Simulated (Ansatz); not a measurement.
`NC#C[SeH]` + H₂Se → `[SeH][SeH]` + `C#CN` at 600 K and 1 bar (ligand exchange at the Se–C bond).

Program: Ansatz. Geometries: PBE0-D4/def2-TZVP. ΔE: electronic, gas phase. CCSD(T)/CBS is the MP2 limit (def2-TZVPP, def2-QZVPP) plus CCSD(T) − MP2 in def2-TZVPP, frozen cores. This one scheme is used for every species. For Se outer-core shells are correlated without core-valence functions, which leaves a few kJ/mol of doubt a bond. Scalar relativity is left out up to krypton. Each species was taken in one conformer, which may not be the lowest.

```
     species  CCSD(T)/CBS energy (Eh)  H − E (kJ/mol)  S (J/(mol·K))
 `NC#C[SeH]`              -2533.22953           161.6          379.4
        H₂Se              -2401.89790            57.0          244.8
`[SeH][SeH]`              -4802.61264            72.0          319.0
      `C#CN`               -132.52893           151.8          303.8
```

H − E and S are ideal-gas, rigid-rotor, harmonic terms from PBE0-D4/def2-TZVP, for one conformer and one mirror image of each species. 1 Eh = 2625.50 kJ/mol, R = 8.31446 J/(mol·K).

Question: By hand: ΔE, ΔH, ΔS and ΔG.

Answer: ΔE = (-4802.61264) + (-132.52893) − (-2533.22953) − (-2401.89790) = -0.01414 Eh = -37.1 kJ/mol. Δ(H − E) = 72.0 + 151.8 − 161.6 − 57.0 = 5.2, so ΔH = -31.9 kJ/mol. ΔS = 319.0 + 303.8 − 379.4 − 244.8 = -1.4 J/(mol·K). ΔG = -31.9 − 600 × (-1.4)/1000 = -31.1 kJ/mol.

Question: By hand: the equilibrium constant, and the temperature at which ΔG would vanish if ΔH and ΔS stayed fixed.

Answer: log₁₀ K = −ΔG/(RT ln 10) = 2.7. ΔG = 0 at ΔH/ΔS = 22786 K, far beyond where these terms or the molecules hold.

The number of gas molecules stays the same, so ΔS is small and ΔH decides. A doubt of 5 kJ/mol in ΔE shifts log₁₀ K by 0.4 here. Other conformers and mirror images would add mixing entropy, several J/(mol·K) or more a flexible species. These are equilibria of isolated gas molecules and say nothing of rates. Largest T1 diagnostic: 0.012 (customary marks: 0.02 for closed shells, 0.045 for open ones).
